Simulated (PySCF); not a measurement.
Identify the unknown among the candidates.

| technique | computed result |
| --- | --- |
| UV, first state | lowest singlet excitation: 6.95 eV (178 nm, f = 0.012) [TDDFT CAM-B3LYP/def2-SVPD] |
| Polarisability | 62.3 au [CAM-B3LYP/def2-SVPD] |
| UV, strongest line | among the 8 lowest singlet transitions: S2 at 7.20 eV (172 nm, f = 0.302) [TDDFT CAM-B3LYP/def2-SVPD] |
| Triplet | lowest triplet excitation (Tamm–Dancoff): 4.36 eV [TDA CAM-B3LYP/def2-SVPD] |
| Rotational structure | rotational constants A, B, C: 3.349, 2.004, 1.547 GHz [GFN2-xTB] |
| Dipole | 1.59 D [CAM-B3LYP/def2-SVPD] |

Electronic properties: PySCF, gas phase, density fitting. Levels stand in brackets. Geometry: GFN2-xTB, one conformer, isolated molecule.

Problem. Which candidate is it?
A. `O=C1C=CC[C@@H]1F`
B. `C/C(=C/F)[C@H](C)F`
C. `CCC1[C@@H](F)[C@@H]1F`

Solution. B. It is `C/C(=C/F)[C@H](C)F`. Numbering: `[CH3:1]/[C:2](=[CH:3]/[F:4])[C@H:5]([CH3:6])[F:7]`. Its formula, C5H8F2, gives 1 degree of unsaturation: 0 rings and 1 π bond in the structure found. The optimised geometry has point group C1 and is an asymmetric top.

The others, at the same levels:
- `CCC1[C@@H](F)[C@@H]1F` fails: its computed lowest singlet excitation is 7.54 eV (164 nm, f = 0.002) (against 6.95 eV), lowest triplet excitation (Tamm–Dancoff) is 7.16 eV (against 4.36 eV) and strongest line among the 8 lowest singlet transitions is S6 at 8.89 eV (139 nm, f = 0.014) (against S2 at 7.20 eV).
- `O=C1C=CC[C@@H]1F` fails: its computed lowest singlet excitation is 3.76 eV (329 nm, f = 0.000) (against 6.95 eV), lowest triplet excitation (Tamm–Dancoff) is 3.28 eV (against 4.36 eV) and strongest line among the 8 lowest singlet transitions is S2 at 6.04 eV (205 nm, f = 0.277) (against S2 at 7.20 eV).

Each candidate is one conformer, not necessarily the lowest. The conformers computed, where there is a choice (atom-mapped SMILES and torsion angles):
- `[CH3:1]/[C:2](=[CH:3]/[F:4])[C@H:5]([CH3:6])[F:7]`: C1–C2–C5–C6 89°
- `[CH3:1][CH2:2][CH:3]1[C@@H:4]([F:5])[C@@H:6]1[F:7]`: C1–C2–C3–C4 84°
